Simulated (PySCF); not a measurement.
CH₂AlF₃O, SMILES F[C]([AlH][OH])(F)F.

Geometry optimised at TPSSh-D3(BJ)/def2-SVP. The structure was generated by enumeration; whether it is a known compound was not checked. One conformer was computed; it need not be the lowest.

Computed with PBE/def2-TZVP in PySCF.

Gas-phase values at a fixed geometry.

### Question
Estimate the frontier levels, gap, dipole moment and polarisability. (Estimate from the structure and the level; the computed values follow.)

### Answer

| Quantity | Result |
|---|---|
| highest occupied level | -7.23 eV |
| lowest empty level | -2.18 eV |
| orbital gap | 5.05 eV |
| dipole moment | 3.24 D |
| quadrupole, principal values (traceless, Buckingham form, about the centre of nuclear charge) | -7.03, 0.97, 6.06 D·Å |
| mean static polarisability | 44.3 bohr³ (6.57 Å³) |
| polarisability, principal values | 38.6, 45.5, 49.0 bohr³ |
